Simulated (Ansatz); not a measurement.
Ansatz (a first-principles code) input (r2SCAN/def2-TZVPD):

Ansatz 0.2 input:
```yaml
crystal:
  periodic: [false, false, false]
  atoms:
    - {symbol: Si, position_ang: [-2.36286336, 0.39590898, -0.19613577]}
    - {symbol: C, position_ang: [-0.52604118, 0.09557865, -0.04334257]}
    - {symbol: C, position_ang: [0.13569673, -1.08353332, -0.03478491]}
    - {symbol: S, position_ang: [1.83288989, -0.95303864, 0.12410437]}
    - {symbol: C, position_ang: [1.60162987, 0.77193658, 0.17810646]}
    - {symbol: N, position_ang: [0.36850582, 1.16370626, 0.08378518]}
    - {symbol: H, position_ang: [-2.85609442, 1.11020138, 1.00215442]}
    - {symbol: H, position_ang: [-2.63946070, 1.21436473, -1.39739094]}
    - {symbol: H, position_ang: [-3.03679286, -0.91558969, -0.31391056]}
    - {symbol: H, position_ang: [2.43894356, 1.44708084, 0.28300786]}
basis:
  gaussian:
    orbitals: def2-TZVPD
hamiltonian:
  xc: {name: r2SCAN}
magnetization: {spin_polarized: true, initial_magnetization: 1}
output: {forces: true}
```

Output:

```
Functional definition: r2SCAN
integrals: 0.27 GiB planned
1473 factors; their error is unknown
0.48 GiB of the device are held for the grids
1.77 GiB of device memory are held for the factors and their scratch space
mean field: 1.94 GiB planned
mean field evaluation 1: about -23361.0647 eV, gradient 5.2e1 eV
mean field evaluation 2: about -23236.6853 eV, gradient 1.5e2 eV
mean field evaluation 4: about -23370.2786 eV, gradient 3.0e1 eV
mean field evaluation 8: about -23374.4668 eV, gradient 3.5e-1 eV
mean field evaluation 16: about -23374.4435 eV, gradient 6.1e-3 eV
mean field -23374.44351708 eV, -858.9949554860 hartree, gradient 4.6e-5 eV, S^2 0.763919; 0 other end points of the search recorded, 0 dependent functions left out
the calculation of the forces begins
reference -23374.44353869 eV, -858.9949562799 hartree; 30, 29 occupied and 243, 244 virtual orbitals, 1473 factors
Total energy: -23374.44353869 eV, -858.9949562799 hartree
Atom 0 at    -2.362863     0.395909    -0.196136 Å, force     0.086688    -0.019562     0.006977 eV/Å
Atom 1 at    -0.526041     0.095579    -0.043343 Å, force     0.000366     0.275882     0.012009 eV/Å
Atom 2 at     0.135697    -1.083533    -0.034785 Å, force     0.242692    -0.194616     0.013462 eV/Å
Atom 3 at     1.832890    -0.953039     0.124104 Å, force    -0.145446     0.066085    -0.010262 eV/Å
Atom 4 at     1.601630     0.771937     0.178106 Å, force     0.071157    -0.189957    -0.001822 eV/Å
Atom 5 at     0.368506     1.163706     0.083785 Å, force    -0.253557     0.015177    -0.022233 eV/Å
Atom 6 at    -2.856094     1.110201     1.002154 Å, force    -0.022490     0.035922     0.055315 eV/Å
Atom 7 at    -2.639461     1.214365    -1.397391 Å, force    -0.012518     0.040717    -0.055149 eV/Å
Atom 8 at    -3.036793    -0.915590    -0.313911 Å, force    -0.027742    -0.059967    -0.005108 eV/Å
Atom 9 at     2.438944     1.447081     0.283008 Å, force     0.060850     0.030321     0.006810 eV/Å
Dipole moment:     0.236270    -0.115266     0.016327 e Å
```

It need not be the lowest isomer of its formula.
